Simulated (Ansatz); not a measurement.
Frontier orbitals of `C=C[SiH](C)S`.

The species carries charge 0 and has multiplicity 1. The geometry is a stationary point of PBE0-D4/def2-TZVP. It is one conformer, not always the lowest. Basis def2-TZVPP, Ansatz.

| functional | HOMO (eV) | LUMO (eV) |
| --- | --- | --- |
| ωB97M-V | -9.40 | 1.44 |

(1) Give HOMO and LUMO (eV) with LDA (SPW92), PBE, revPBE, BLYP, r2SCAN, B97M-V, PBE0, B3LYP, r2SCANh, r2SCAN0, HSE06 (plane-wave form), BHLYP, CAM-B3LYP, LC-ωPBE, ωB97X-V, HF. (Estimate.)

## Answers

(1) Computed: 
```tsv
functional	HOMO	LUMO
LDA (SPW92)	-6.10	-1.84
PBE	-5.99	-1.60
revPBE	-5.95	-1.51
BLYP	-5.83	-1.45
r2SCAN	-6.27	-1.40
B97M-V	-6.36	-1.35
PBE0	-7.20	-0.62
B3LYP	-6.96	-0.83
r2SCANh	-6.72	-1.04
r2SCAN0	-7.39	-0.51
HSE06 (plane-wave form)	-6.80	-1.00
BHLYP	-8.27	0.48
CAM-B3LYP	-8.52	0.53
LC-ωPBE	-9.92	1.67
ωB97X-V	-9.56	1.59
HF	-9.96	3.08
```

B3LYP here is the variant with VWN-RPA as its local correlation; programs differ in this. LC-ωPBE has ω = 0.4 bohr⁻¹. Positive LUMOs are unbound and depend on the basis.
